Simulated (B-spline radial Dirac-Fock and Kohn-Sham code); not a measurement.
Core-level shifts of neodymium with charge state

Calculated with a radial B-spline solver, using Dirac-Fock (average of configuration) total-energy differences with a finite nucleus, the Breit interaction including its frequency dependence, and self-energy and vacuum-polarisation corrections. Each ion is free and in its tabulated ground configuration. No correlation.

Reference: Nd¹³⁺, [Kr] 4d10 5s1, with L1 7398.7 eV, L3 6475.2 eV, M2 1672.6 eV, M3 1568.0 eV, N2 510.2 eV, Kα1 (K-L3) 37358.4 eV, Kβ1 (K-M3) 42265.7 eV, Lℓ (L3-M1) 4628.2 eV. Shifts from it, in eV (a dash: the subshell is empty, belongs to an open shell averaged over j, or its hole state is left out as unreliable):

```
  ion  configuration      L1      L3      M2      M3      N2    Kα1     Kβ1      Lℓ
Nd¹⁴⁺      [Kr] 4d10   +25.3   +25.4   +24.7   +24.6   +23.1  +0.84   +1.64   +0.84
Nd¹⁵⁺       [Kr] 4d9   +67.3   +67.4   +64.4   +64.2   +55.8  +0.81   +4.07   +3.24
Nd¹⁶⁺       [Kr] 4d8       ?       ?       ?       ?       ?      ?       ?       ?
Nd¹⁷⁺       [Kr] 4d7  +154.9  +155.1  +146.9  +146.3  +123.1  +0.85   +9.71   +8.71
Nd¹⁸⁺       [Kr] 4d6  +200.5  +200.8  +189.6  +188.8  +157.6  +0.92  +12.93  +11.80
Nd¹⁹⁺       [Kr] 4d5  +247.3  +247.7  +233.3  +232.3  +192.8  +1.02  +16.43  +15.12
```

Question: Give the missing shifts for Nd¹⁶⁺.

Answer: L1 +110.5, L3 +110.7, M2 +105.1, M3 +104.7, N2 +89.1, Kα1 +0.81, Kβ1 +6.76, Lℓ +5.86 (eV).

Over this range L1 (2s) moves by +247.3 eV and Kα1 by +1.0 eV: a line is a difference of two levels that shift in the same direction.
